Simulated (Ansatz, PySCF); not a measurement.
C3H9OSi, SMILES CCO[SiH]C (connectivity only; charge and spin as stated), charge +1, multiplicity 1. Atoms are numbered in the order given.

```xyz
14

C      1.3555    -1.6198    -0.3021
C      1.8147    -0.1921    -0.1868
O      0.7186     0.7525    -0.0129
Si    -0.8489     0.9228     0.1145
C     -2.1081    -0.3921     0.0682
H      2.2384    -2.2646    -0.4303
H      0.7110    -1.7751    -1.1819
H      0.8360    -1.9599     0.6080
H      2.4678    -0.0231     0.6819
H      2.3445     0.1591    -1.0845
H     -1.2144     2.3389     0.2858
H     -2.8200    -0.1704    -0.7487
H     -1.6942    -1.4007    -0.0671
H     -2.6927    -0.3538     1.0062
```
Charge +1, spin multiplicity 1.

The structure is a stationary point at r2SCAN-D4/def2-SVP. The spin state was assumed, not searched. The isomer is the one that the SMILES or the coordinates give; other isomers of the formula were not compared. The values are those of a single conformer.

Two levels are set side by side: PBE-D3(BJ)/def2-SVP (Ansatz, a program for electronic structure) and r2SCAN-D4/def2-SVP (Ansatz). Each level has its own optimised geometry; the coordinates shown are those of the second. Frequencies come from the Hessian of PySCF at each geometry. Differences are taken from unrounded values.

```tsv
quantity	r2SCAN-D4	PBE-D3(BJ)	PBE-D3(BJ) minus r2SCAN-D4
mean bond length (Å)	1.281	1.290	0.009
bond C1–C2 (Å)	1.504	1.510	0.006
bond C2–O3 (Å)	1.457	1.459	0.002
bond O3–Si4 (Å)	1.582	1.599	0.017
bond Si4–C5 (Å)	1.821	1.834	0.013
bond C1–H6 (Å)	1.101	1.108	0.008
bond C1–H7 (Å)	1.102	1.109	0.008
bond C1–H8 (Å)	1.102	1.109	0.008
bond C2–H9 (Å)	1.100	1.109	0.009
bond C2–H10 (Å)	1.100	1.109	0.009
bond Si4–H11 (Å)	1.472	1.485	0.013
bond C5–H12 (Å)	1.106	1.113	0.007
bond C5–H13 (Å)	1.099	1.106	0.007
bond C5–H14 (Å)	1.106	1.113	0.007
highest harmonic wavenumber (cm⁻¹)	3185	3118	-67
mean harmonic wavenumber (cm⁻¹)	1408	1371	-37
zero-point energy (kcal/mol)	72.46	70.56	-1.90
```
